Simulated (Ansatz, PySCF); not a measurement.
Pulling on the Ge1–H2 bond in GeH2 (SMILES [GeH2]) (multiplicity 1 held, fragments rigid). Energies count from the point at 1.599 Å.
Geometry at that point (charge 0, multiplicity 1):
```xyz
3

Ge     0.00662    -0.00051     0.06581
H     -0.12324    -1.12903    -1.06003
H     -0.08864     1.14542    -1.04582
```

Unrestricted levels (U-) break spin symmetry where that is lower. Active spaces are followed from a long bond inwards. Levels need not reach the same state.

Correlated levels freeze the cores. Filled d and f shells under p-block atoms count as core. Rows in 3-21G carry no dispersion term and start afresh at each structure; the Pople sets are all-electron and without relativity.

Codes used: Ansatz (a quantum-chemistry and plane-wave program); PySCF for 3-21G rows. 

Energies in kcal/mol.

```
R (Å)  R-HF/3-21G  U-MP2/cc-pVTZ  CASSCF(2,2)/cc-pVTZ  FIC-MRCISD+Q on CASSCF(2,2)/cc-pVTZ
-----  ----------  -------------  -------------------  -----------------------------------
1.279        24.8           25.9                 27.7                                 26.1
1.439         4.7            4.8                  5.8                                  5.0
1.599         0.0            0.0                  0.0                                  0.0
1.759         3.4            3.6                  2.3                                  3.2
1.919        11.0           11.2                  8.5                                 10.4
2.159        26.0           26.2                 20.2                                 23.5
2.399        42.2           44.9                 31.8                                 36.5
2.799        68.1           58.7                 47.0                                 53.5
3.199        90.8           63.4                 56.1                                 63.9
3.679       113.1           65.3                 61.0                                 69.4
4.318       135.2           65.9                 63.0                                 71.6
5.118       152.0           66.0                 63.4                                 72.1
```

Doubts at one or more of the structures used: a restricted determinant that unrestricted orbitals would lower (R-HF/3-21G); a spin-contaminated determinant (U-MP2/cc-pVTZ).
